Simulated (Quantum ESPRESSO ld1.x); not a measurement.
Species: Tc34+. Configuration: [He] 2s2 2p5. Method: scalar-relativistic Kohn-Sham, LDA (Slater exchange, Perdew-Zunger correlation), spin-polarised, spherical densities, point nucleus; open shells are filled with parallel spins first; computed with ld1.x of Quantum ESPRESSO 7.5. Some entries of the table are withheld. Estimate them.

| orbital | occ. | eigenvalue (eV) | <r> (bohr) |
|---|---|---|---|
| 1s up | 1 | -22976.9 | 0.03427 |
| 1s down | 1 | -22967.9 | 0.03426 |
| 2s up | 1 | -4915.62 | 0.1455 |
| 2s down | 1 | -4903.53 | 0.1456 |
| 2p up | 3 | -4643.19 | (1) |
| 2p down | 2 | -4628.62 | (2) |

Answer. 
(1) 2p up <r> (bohr): 0.1259
(2) 2p down <r> (bohr): 0.1261
